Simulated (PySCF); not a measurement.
# From computed data to an observable: entropy of an ideal gas

SiClF2I, SMILES F[Si](F)(Cl)I.

Geometry: B3LYP-D3(BJ)/def2-SVP. The def2 effective core potentials stand for the cores of I; spin–orbit coupling is left out.

PySCF 2.14.0 with B3LYP-D3(BJ)/def2-SVP gives the harmonic wavenumbers 127, 171, 222, 241, 292, 410, 600, 894, 978 cm⁻¹ and the rotational temperatures 0.1282, 0.0432, 0.0389 K. The molar mass is 228.44 g/mol, the symmetry number 1, the spin multiplicity 1.

Work out the entropy at 298.15 K and 1 atm in the rigid-rotor, harmonic-oscillator model.


Translation (Sackur–Tetrode at 1 atm): S = R[1.5 ln M + 2.5 ln T − 1.16487] = 176.5 J/(mol K).
Rotation: q = (√π/σ) T^1.5/√(θA θB θC) = 622000, S = R[ln q + 3/2] = 123.4 J/(mol K).
Vibration: with u = 1.4388 ν/T, each mode gives R[u/(e^u − 1) − ln(1 − e^−u)]:
```
ν (cm⁻¹)  modes     u  S (J/(mol K))
--------  -----  ----  -------------
127           1  0.61          12.51
171           1  0.83          10.14
222           1  1.07           8.13
241           1  1.16           7.51
292           1  1.41           6.12
410           1  1.98           3.88
600           1  2.90           1.88
894           1  4.31           0.60
978           1  4.72           0.43
```
These are all the modes. Sum 51.2 J/(mol K).
Spin: R ln 1 = 0.0 J/(mol K).
Total 351.1 J/(mol K); the program's own thermochemistry gives 351.0. Translation makes up 50 % and vibration 15 %. Anharmonicity, hindered rotation and orbital degeneracy are left out.
